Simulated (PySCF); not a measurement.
# A survey of $^{17}$O NMR shifts

Computed data (PySCF 2.14.0 with density-fitted response routines): PBE0/pcSseg-1 with gauge-including orbitals, geometry from GFN2-xTB. In vacuum, non-relativistic, one averaged value for each set of equivalent atoms, a single conformation.

Shieldings were converted by a linear fit to measured shifts: $^{17}$O (scatter 10.7 ppm rms, 12.2 ppm with the 3 outliers that the fit left out vs liquid water, solution or neat liquid). Occasional misses reach two or three times the rms, and more in compound classes unlike the fitted ones.

**Question.** Give the $^{17}$O shifts of `[H]/N=C/COC=O`, `CC[C@@H]1OC(=O)O[C@@H]1F`, `N#C[C@@]([SiH3])(C=O)C(N)=O`, `[SiH3]O[SiH]1O[SiH2]O[SiH2]O1`.

**Answer.** 
```csv
compound,environment,δ (ppm)
[H]/[N:1]=[CH:2]/[CH2:3][O:4][CH:5]=[O:6],O6: ester carbonyl oxygen,364.6
[H]/[N:1]=[CH:2]/[CH2:3][O:4][CH:5]=[O:6],O4: ester alkoxy oxygen,147.7
[CH3:1][CH2:2][C@@H:3]1[O:4][C:5](=[O:6])[O:7][C@@H:8]1[F:9],O6: ester carbonyl oxygen,242.2
[CH3:1][CH2:2][C@@H:3]1[O:4][C:5](=[O:6])[O:7][C@@H:8]1[F:9],O7: ester alkoxy oxygen,148.3
[CH3:1][CH2:2][C@@H:3]1[O:4][C:5](=[O:6])[O:7][C@@H:8]1[F:9],O4: ester alkoxy oxygen,111.1
[N:1]#[C:2][C@@:3]([SiH3:4])([CH:5]=[O:6])[C:7]([NH2:8])=[O:9],O6: aldehyde oxygen,576.9
[N:1]#[C:2][C@@:3]([SiH3:4])([CH:5]=[O:6])[C:7]([NH2:8])=[O:9],O9: amide-type carbonyl oxygen,369.2
[SiH3:1][O:2][SiH:3]1[O:4][SiH2:5][O:6][SiH2:7][O:8]1,"O4/8: oxygen bonded to 2 Si, in a 6-membered ring (×2)",56.2
[SiH3:1][O:2][SiH:3]1[O:4][SiH2:5][O:6][SiH2:7][O:8]1,"O6: oxygen bonded to 2 Si, in a 6-membered ring",41.0
[SiH3:1][O:2][SiH:3]1[O:4][SiH2:5][O:6][SiH2:7][O:8]1,O2: oxygen bonded to 2 Si,15.9
```

In solution the two oxygens of a carboxylic acid give one averaged line by proton exchange, and hydrogen bonding shields acid and N–H amide carbonyl oxygens by tens of ppm; neither is in these numbers.
